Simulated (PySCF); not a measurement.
## Excitation energy of Kr⁺ by level of theory

Kr⁺ [Ar] 3d10 4s2 4p5 (2P) → Kr⁺ [Ar] 3d10 4s1 4p6 (2S), as a difference of total energies. Calculation: PySCF 2.14, in ANO-RCC-VTZP (6s5p3d1f, 43 functions); the spin-free X2C one-electron Hamiltonian (Gaussian nucleus). Correlated levels: valence and next inner shell: [Ne] frozen. The calculations carry no spin-orbit coupling.

| method | excitation energy (eV) |
| --- | --- |
| UHF | 17.849 |
| MP2 (valence and next inner shell) | 15.474 |
| SCS-MP2 (valence and next inner shell) | 15.205 |
| CCSD (valence and next inner shell) | 14.262 |
| CCSD(T) (valence and next inner shell) | 13.507 |

**Question.** How much does correlation contribute at CCSD(T) (valence and next inner shell)?

**Answer.** 13.507 − (17.849) = -4.342 eV, measured against UHF.

Errors of the correlated levels include the incompleteness of this basis and the frozen core.

The coupled-cluster amplitudes are large for the upper state (T1 above 0.03 or a double amplitude above 0.15), so a single reference is strained.

For comparison: 13.292 eV (measured; NIST levels, between the centres of gravity of the two terms).
